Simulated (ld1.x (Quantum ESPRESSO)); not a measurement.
# Configuration tests for gallium (Ga) (PAW)

ld1.x (Quantum ESPRESSO) 7.5 input, shortened:

```
&input
   title='Ga', zed=31., rel=1, dft='PZ', iswitch=3,
   config='[Ar] 3d10 4s2 4p0.75'
 /
 &inputp
   pseudotype=3, lpaw=.true., tm=.true., lloc=-2, rcloc=2.70,
   nlcc=.false.,
   which_augfun='PSQ', rmatch_augfun=0.80
 /
6
4S  1  0   2.00   0.00  1.30  1.60  0.0
4S  1  0   0.00   2.40  1.30  1.60  0.0
4P  2  1   0.75   0.00  2.10  2.70  0.0
4P  2  1   0.00   0.40  2.10  2.70  0.0
3D  3  2  10.00   0.00  1.10  1.56  0.0
3D  3  2   0.00   2.20  1.10  1.56  0.0
 &test
   configts(1)='3d10 4s2 4p0.75'
 /
```

Energies are relative to the spin-unpolarised reference configuration 3d10 4s2 4p0.75; without spin polarisation the order of configurations can differ from experiment. Spin-polarised rows fill each open shell by Hund’s rule, majority spin first.

```csv
valence configuration,charge,ΔE all-electron (eV),error AE − PS (meV)
3d10 4s2 4p1,0,-0.867,0.0
3d10 4s2 4p0,+1,5.021,-0.9
3d10 4s1 4p0,+2,26.524,-11
3d10 4s2 4p1.3,-0.3,-1.445,+0.1
3d9 4s0 4p0,+4,122.347,-404
3d9 4s2 4p2,0,19.535,-262
3d9 4s2 4p1,+1,27.099,-263
3d10 4s2 4p0.75 (spin-polarised),+0.25,-0.084,-0.1
3d10 4s2 4p1 (spin-polarised),0,-1.001,0.0
```
